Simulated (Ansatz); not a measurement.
Geometry optimisation of CH₇FSiSn, SMILES `FC[SiH2][SnH3]`.

```yaml
crystal:
  periodic: [false, false, false]
  atoms:
    - {symbol: F, position_ang: [-1.402185, 1.500944, -0.553499]}
    - {symbol: C, position_ang: [-0.454874, 1.642060, 0.465478]}
    - {symbol: Si, position_ang: [0.106527, -0.104125, 1.038408]}
    - {symbol: Sn, position_ang: [0.408857, -1.477335, -1.126561]}
    - {symbol: H, position_ang: [-0.902954, 2.231235, 1.297334]}
    - {symbol: H, position_ang: [0.416009, 2.218035, 0.077227]}
    - {symbol: H, position_ang: [-0.943350, -0.724538, 1.921914]}
    - {symbol: H, position_ang: [1.383104, 0.021192, 1.830847]}
    - {symbol: H, position_ang: [1.324684, -0.552776, -2.265435]}
    - {symbol: H, position_ang: [-1.121738, -1.852015, -1.829910]}
    - {symbol: H, position_ang: [1.251221, -2.959777, -0.835202]}
basis:
  gaussian: {orbitals: def2-TZVP}
hamiltonian: {xc: pbe0, dispersion: d4}
relax: {f_tol: 0.005, max_steps: 150}
```

```sh
$ ansatz run in.yaml --threads 4 --pin off --events-out ev --progress --plain --max-ram 10444MiB
```

Output, abridged:

```
Functional definition: PBE0
mean field -17570.97697012 eV, -645.7214936158 hartree, gradient 3.5e-5 eV, S^2 0.000000; 0 other end points of the search recorded, 0 dependent functions left out
relax step   1: F+E_penalty+E_count = -17571.17339692 eV  Δ(F+E_penalty+E_count) = +0.000e0 eV  max|allowed force component| = 5.296e-1 eV/Å  Δτ_max = 0.0000 Å  (26 SCF iters, accepted)
mean field -17571.00716724 eV, -645.7226033396 hartree, gradient 1.5e-5 eV, S^2 0.000000; 0 other end points of the search recorded, 0 dependent functions left out
relax step   2: F+E_penalty+E_count = -17571.20392675 eV  Δ(F+E_penalty+E_count) = -3.053e-2 eV  max|allowed force component| = 2.075e-1 eV/Å  Δτ_max = 0.0616 Å  (31 SCF iters, accepted)
mean field -17571.01596918 eV, -645.7229268050 hartree, gradient 1.5e-5 eV, S^2 0.000000; 0 other end points of the search recorded, 0 dependent functions left out
relax step   3: F+E_penalty+E_count = -17571.21241410 eV  Δ(F+E_penalty+E_count) = -8.487e-3 eV  max|allowed force component| = 8.477e-2 eV/Å  Δτ_max = 0.0311 Å  (31 SCF iters, accepted)
mean field -17571.01781554 eV, -645.7229946576 hartree, gradient 1.5e-5 eV, S^2 0.000000; 0 other end points of the search recorded, 0 dependent functions left out
relax step   4: F+E_penalty+E_count = -17571.21361231 eV  Δ(F+E_penalty+E_count) = -1.198e-3 eV  max|allowed force component| = 2.885e-2 eV/Å  Δτ_max = 0.0330 Å  (31 SCF iters, accepted)
mean field -17571.01883438 eV, -645.7230320991 hartree, gradient 1.5e-5 eV, S^2 0.000000; 0 other end points of the search recorded, 0 dependent functions left out
relax step   5: F+E_penalty+E_count = -17571.21433251 eV  Δ(F+E_penalty+E_count) = -7.202e-4 eV  max|allowed force component| = 3.860e-2 eV/Å  Δτ_max = 0.0350 Å  (30 SCF iters, accepted)
mean field -17571.01984295 eV, -645.7230691632 hartree, gradient 1.5e-5 eV, S^2 0.000000; 0 other end points of the search recorded, 0 dependent functions left out
relax step   6: F+E_penalty+E_count = -17571.21478901 eV  Δ(F+E_penalty+E_count) = -4.565e-4 eV  max|allowed force component| = 5.315e-2 eV/Å  Δτ_max = 0.0598 Å  (29 SCF iters, accepted)
mean field -17571.02000308 eV, -645.7230750479 hartree, gradient 1.5e-5 eV, S^2 0.000000; 0 other end points of the search recorded, 0 dependent functions left out
relax step   7: F+E_penalty+E_count = -17571.21489163 eV  Δ(F+E_penalty+E_count) = -1.026e-4 eV  max|allowed force component| = 3.293e-2 eV/Å  Δτ_max = 0.0079 Å  (31 SCF iters, accepted)
mean field -17571.02004672 eV, -645.7230766519 hartree, gradient 1.5e-5 eV, S^2 0.000000; 0 other end points of the search recorded, 0 dependent functions left out
relax step   8: F+E_penalty+E_count = -17571.21496636 eV  Δ(F+E_penalty+E_count) = -7.473e-5 eV  max|allowed force component| = 7.620e-3 eV/Å  Δτ_max = 0.0088 Å  (30 SCF iters, accepted)
mean field -17571.02010097 eV, -645.7230786453 hartree, gradient 1.5e-5 eV, S^2 0.000000; 0 other end points of the search recorded, 0 dependent functions left out
relax step   9: F+E_penalty+E_count = -17571.21500739 eV  Δ(F+E_penalty+E_count) = -4.102e-5 eV  max|allowed force component| = 2.448e-3 eV/Å  Δτ_max = 0.0066 Å  (32 SCF iters, accepted)
mean field -17571.02016312 eV, -645.7230809295 hartree, gradient 1.5e-5 eV, S^2 0.000000; 0 other end points of the search recorded, 0 dependent functions left out
relax step  10: F+E_penalty+E_count = -17571.21502505 eV  Δ(F+E_penalty+E_count) = -1.767e-5 eV  max|allowed force component| = 4.778e-3 eV/Å  Δτ_max = 0.0091 Å  (31 SCF iters, accepted)
mean field -17571.02020364 eV, -645.7230824186 hartree, gradient 1.5e-5 eV, S^2 0.000000; 0 other end points of the search recorded, 0 dependent functions left out
relax step  11: F+E_penalty+E_count = -17571.21503693 eV  Δ(F+E_penalty+E_count) = -1.188e-5 eV  max|allowed force component| = 7.474e-3 eV/Å  Δτ_max = 0.0120 Å  (30 SCF iters, accepted)
mean field -17571.02024575 eV, -645.7230839660 hartree, gradient 1.5e-5 eV, S^2 0.000000; 0 other end points of the search recorded, 0 dependent functions left out
relax step  12: F+E_penalty+E_count = -17571.21504237 eV  Δ(F+E_penalty+E_count) = -5.438e-6 eV  max|allowed force component| = 6.156e-3 eV/Å  Δτ_max = 0.0114 Å  (31 SCF iters, accepted)
mean field -17571.02024254 eV, -645.7230838481 hartree, gradient 1.1e-5 eV, S^2 0.000000; 0 other end points of the search recorded, 0 dependent functions left out
relax step  13: F+E_penalty+E_count = -17571.21504913 eV  Δ(F+E_penalty+E_count) = -6.764e-6 eV  max|allowed force component| = 3.463e-3 eV/Å  Δτ_max = 0.0017 Å  (22 SCF iters, accepted)
mean field -17571.02024254 eV, -645.7230838481 hartree, gradient 1.2e-5 eV, S^2 0.000000; 1 other end points of the search recorded, 0 dependent functions left out
Total energy: -17571.21509168 eV, -645.7302444220 hartree
Atom 0 at    -1.533487     1.598702    -0.399021 Å, force    -0.000289     0.000268    -0.000274 eV/Å
Atom 1 at    -0.467917     1.659116     0.493729 Å, force     0.002005     0.000100     0.003463 eV/Å
Atom 2 at     0.082385    -0.095610     0.977503 Å, force     0.000802     0.000109    -0.000224 eV/Å
Atom 3 at     0.433915    -1.497743    -1.137200 Å, force    -0.001662    -0.000422    -0.001672 eV/Å
Atom 4 at    -0.789764     2.235045     1.367544 Å, force    -0.001088    -0.000276    -0.002457 eV/Å
Atom 5 at     0.350181     2.205051     0.012492 Å, force    -0.000748    -0.000389    -0.000149 eV/Å
Atom 6 at    -0.941903    -0.720327     1.857036 Å, force     0.000450     0.000026    -0.000358 eV/Å
Atom 7 at     1.350678     0.033736     1.748278 Å, force     0.000136     0.000080     0.000314 eV/Å
Atom 8 at     1.408650    -0.642544    -2.249415 Å, force    -0.000138    -0.000652     0.001152 eV/Å
Atom 9 at    -1.050789    -1.867178    -1.889117 Å, force     0.000840    -0.000125     0.000117 eV/Å
Atom 10 at     1.223353    -2.965348    -0.761227 Å, force    -0.000308     0.001280     0.000088 eV/Å
Dipole moment:     0.212383     0.101275     0.237979 e Å
```

It took 34 s on 4 threads of an Arm Neoverse V2 on a shared host, with 0.51 GiB of host memory at the peak.
